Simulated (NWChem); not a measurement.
Molecule: C5H5B; SMILES B(C#C)(C#C)C

```xyz
11

B      0.3675     0.0142     0.0295
C     -0.4022    -1.3046    -0.0310
C     -0.9987    -2.3670    -0.0753
H     -1.5301    -3.3013    -0.1143
C     -0.4303     1.3173     0.0473
C     -1.0495     2.3675     0.0661
H     -1.6008     3.2909     0.0826
C      1.9367     0.0314     0.0187
H      2.3645     0.9249     0.4951
H      2.2379     0.0673    -1.0467
H      2.3841    -0.8801     0.4399
```
Atoms are numbered in this order, from 1.

STO-3G and 3-21G are far too small for this property and stand as cheap habits. Coordinates come from a PBE0/def2-SVP optimisation.

**Question.** Give the principal values of the shielding tensors (ppm) of B1, C2, C3, C8 from Hartree-Fock/STO-3G, GIAO (NWChem), with their diamagnetic and paramagnetic parts as GIAO splits them.

**Answer.** 
```tsv
atom	σ11	σ22	σ33	isotropic	diamagnetic	paramagnetic
B1	21.1	66.2	156.0	81.1	194.4	-113.3
C2	99.9	105.0	342.3	182.4	263.2	-80.8
C3	104.0	118.7	150.5	124.4	264.3	-139.9
C8	215.9	232.4	242.4	230.2	245.5	-15.3
```
